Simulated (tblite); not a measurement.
Compound: C4H7GeN.
Bonds: C1–C2 (double), C2–C3, C3–Ge4, Ge4–C5, C5–N6 (triple). Hydrogens: H7, H8 on C1; H9 on C2; H10, H11 on C3; H12, H13 on Ge4.

Computed with GFN2-xTB (tblite), gas phase: L-BFGS steps from a force-field or distance-geometry start until the largest atomic force falls under 0.01 eV/Å.

The end geometry, which sets the zero of energy:
```
atom  x, y, z in Å
C1     -1.9872    0.4436   -0.9890
C2     -0.7459    0.7289   -0.6396
C3     -0.2169    0.6268    0.7491
Ge4     1.0403   -0.9033    0.9154
C5      2.3498   -0.7836   -0.4774
N6      3.1231   -0.6995   -1.3178
H7     -2.7220    0.1247   -0.2671
H8     -2.3224    0.5283   -2.0082
H9     -0.0282    1.0479   -1.3862
H10    -1.0298    0.4949    1.4646
H11     0.3264    1.5380    1.0125
H12     0.3873   -2.2415    0.7236
H13     1.8213   -0.9047    2.2023
```

Problem. These geometries come from the run, each turned onto the end geometry. Order them by energy, lowest first.
A.
```
atom  x, y, z in Å
C1     -1.8612    0.2544   -0.9813
C2     -0.7734    0.8917   -0.5839
C3     -0.1752    0.7743    0.7786
Ge4     0.9494   -0.8564    0.8630
C5      2.2998   -0.8753   -0.5034
N6      3.1177   -0.9133   -1.3043
H7     -2.4154   -0.3931   -0.3180
H8     -2.2394    0.3577   -1.9840
H9     -0.2308    1.5186   -1.2803
H10    -0.9466    0.6777    1.5442
H11     0.4194    1.6551    1.0232
H12     0.1313   -2.0847    0.5788
H13     1.7201   -1.0063    2.1495
```
B.
```
atom  x, y, z in Å
C1     -1.7734    0.1798   -0.9848
C2     -0.7806    0.9481   -0.5793
C3     -0.1149    0.7935    0.7476
Ge4     0.8901   -0.8999    0.8635
C5      2.2472   -0.8909   -0.4971
N6      3.0441   -0.8463   -1.3178
H7     -2.1682   -0.6009   -0.3537
H8     -2.2393    0.3081   -1.9435
H9     -0.3899    1.7161   -1.2296
H10    -0.8655    0.7789    1.5415
H11     0.5603    1.6264    0.9521
H12     0.0102   -2.0770    0.5957
H13     1.5756   -1.0353    2.1875
```
C.
```
atom  x, y, z in Å
C1     -1.9669    0.4164   -0.9849
C2     -0.7357    0.7551   -0.6391
C3     -0.2085    0.6506    0.7501
Ge4     1.0283   -0.8949    0.9140
C5      2.3370   -0.7966   -0.4786
N6      3.1156   -0.7438   -1.3169
H7     -2.6697    0.0325   -0.2587
H8     -2.3296    0.5139   -1.9944
H9     -0.0339    1.1245   -1.3786
H10    -1.0334    0.5120    1.4493
H11     0.3304    1.5614    1.0243
H12     0.3513   -2.2198    0.6934
H13     1.8108   -0.9107    2.2024
```
D.
```
atom  x, y, z in Å
C1     -1.9419    0.3806   -0.9787
C2     -0.7364    0.7977   -0.6361
C3     -0.2036    0.6834    0.7513
Ge4     1.0197   -0.8787    0.8989
C5      2.3484   -0.8266   -0.4822
N6      3.1190   -0.7914   -1.3280
H7     -2.6084   -0.0499   -0.2480
H8     -2.3112    0.4642   -1.9852
H9     -0.0695    1.2246   -1.3758
H10    -1.0301    0.5227    1.4480
H11     0.3259    1.5929    1.0469
H12     0.3004   -2.1758    0.6786
H13     1.7834   -0.9432    2.1924
```
E.
```
atom  x, y, z in Å
C1     -1.9116    0.3325   -0.9777
C2     -0.7473    0.8434   -0.6147
C3     -0.1966    0.7241    0.7636
Ge4     1.0005   -0.8562    0.8750
C5      2.3376   -0.8502   -0.4961
N6      3.1311   -0.8589   -1.3229
H7     -2.5489   -0.1777   -0.2703
H8     -2.2839    0.4053   -1.9860
H9     -0.1200    1.3468   -1.3411
H10    -0.9978    0.5658    1.4841
H11     0.3445    1.6220    1.0548
H12     0.2277   -2.1249    0.6394
H13     1.7606   -0.9713    2.1741
```

Solution. C (0.004 eV), D (0.008 eV), E (0.014 eV), A (0.028 eV), B (0.054 eV).

In the order of the answer:

```
step  E above end (eV)  largest force (eV/Å)  rms force component (eV/Å)  rms distance from end (Å)  rms bond change (Å)  bond most changed (Å)
  55             0.004                  0.11                       0.037                      0.046                0.002         Ge4–H12 +0.003
  51             0.008                  0.09                       0.030                      0.100                0.001          C3–Ge4 +0.002
  46             0.014                  0.14                       0.051                      0.172                0.002          C3–H11 -0.005
  33             0.028                  0.14                       0.036                      0.285                0.003          Ge4–C5 +0.006
   6             0.054                  0.18                       0.064                      0.414                0.006          C3–Ge4 -0.015
```

The cost below is that of the whole relaxation. Hardware: Intel Xeon at 2.50 GHz, one thread, no GPU, shared host with 64 logical CPUs at a one-minute load of 64. Cost: 0.99 s.
